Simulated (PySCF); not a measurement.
**How methods differ on the ionisation energy of Fe**

Fe [Ar] 3d6 4s2 (5D) → Fe⁺ [Ar] 3d6 4s1 (6D), as a difference of total energies. All numbers are calculated (PySCF 2.14, scalar relativity by spin-free X2C-1e, in aug-cc-pwCVTZ-DK). Correlated levels: valence: [Ar] frozen; valence and next inner shell: [Ne] frozen; nothing frozen. The calculations carry no spin-orbit coupling.

| method | ionisation energy (eV) |
| --- | --- |
| UHF | 6.430 |
| LDA | 8.134 |
| PBE | 7.827 |
| PBE0 | 7.631 |
| wB97M-V | 8.036 |
| B97-3 | 8.069 |
| BP86 | 7.995 |
| MP2 (valence) | 7.547 |
| SCS-MP2 (valence) | 7.738 |
| MP2 (valence and next inner shell) | 7.652 |
| SCS-MP2 (valence and next inner shell) | 7.754 |
| MP2 (all electrons) | 7.653 |
| SCS-MP2 (all electrons) | 7.754 |

Problem. How much does correlation contribute at MP2 (all electrons)?

Solution. 7.653 − (6.430) = 1.223 eV, measured against UHF.

Errors of the correlated levels include the incompleteness of this basis and the frozen core.

MP2 underrates the near-degeneracy of ns² with np² in the lower species.

For comparison: 7.904 eV (measured; NIST levels, between the centres of gravity of the two terms).
